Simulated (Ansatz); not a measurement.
Problem. Name a neutral molecule of B, C, Cl and H with LUMO energy (B3LYP/def2-TZVPP) between -2.35 and -2.05 eV and ideal-gas entropy at 298 K and 1 bar (rigid rotor, harmonic PBE0-D4/def2-TZVP) between 296 and 312 J/(mol·K) (Ansatz, PBE0-D4/def2-TZVP geometry).

Solution. `C=CBCl` (-2.25 eV, 298 J/(mol·K)). Other molecules can fit too; these were computed, each in one conformer that needn't be the lowest.

B3LYP here is the variant with VWN-RPA as its local correlation; programs differ in this.
